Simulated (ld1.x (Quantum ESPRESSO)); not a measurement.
**selenium (Se), TM: configuration errors across variants**

Se, norm-conserving Troullier–Martins (Kleinman–Bylander form), made with ld1.x (Quantum ESPRESSO) 7.5 (BLYP, scalar-relativistic). Core [Ar] 3d10, reference 4s2 4p2.5 (charge +1.5). Waves: 4p (bound): rc 1.55 bohr; 4s (bound): rc 1.60 bohr. Local part: the s channel. Core correction: a·sin(br)/r model core inside 0.75 bohr.

All-electron excitation energies from the reference (eV): (1) 4s2 4p4 -19.559; (2) 4s2 4p3 -8.855; (3) 4s2 4p2 11.381; (4) 4s2 4p0 84.469; (5) 4s0 4p6 2.538; (6) 4s2 4p1 42.206; (7) 4s2 4p4.3 -21.110.

2 further variants failed, have other tests or too few solved ones, and are left out.

A true bound ghost makes a file unfit for plane-wave use even where its test errors are small: the radial tests pick states by their node count and pass the ghost by.

Errors AE − PS in meV (a dash: test not solved or not reliable):

| change | (1) | (2) | (3) | (4) | (5) | (6) | (7) | bound ghosts |
| --- | --- | --- | --- | --- | --- | --- | --- | --- |
| base | -3.3 | +0.3 | -3.5 | -83 | -14 | -26 | -4.4 | none |
| all radii but the core radius scaled by about 1.20 (s 1.92, p 1.86 bohr) | -29 | -2.9 | -6.2 | -47 | -48 | -38 | -40 | p |
| local potential all-electron potential smoothed inside 1.25 bohr (lloc = -1) | +18 | +3.9 | +2.0 | +207 | -13 | +46 | +22 | s, d |
| wave 4s (bound): rc 1.60 bohr becomes 4s (bound): rc 1.78 bohr | -7.6 | -0.2 | -3.9 | -67 | -27 | -26 | -10 | none |
| type TM semilocal | +2.9 | +1.1 | -2.7 | -83 | -14 | -21 | +3.7 | none |

(1) Give the same row for: core correction a·sin(br)/r model core inside 1.82 bohr.

## Answers

(1) +4.5, +1.8, -1.0, +80, +37, +9.6, +4.9; bound ghosts: none.
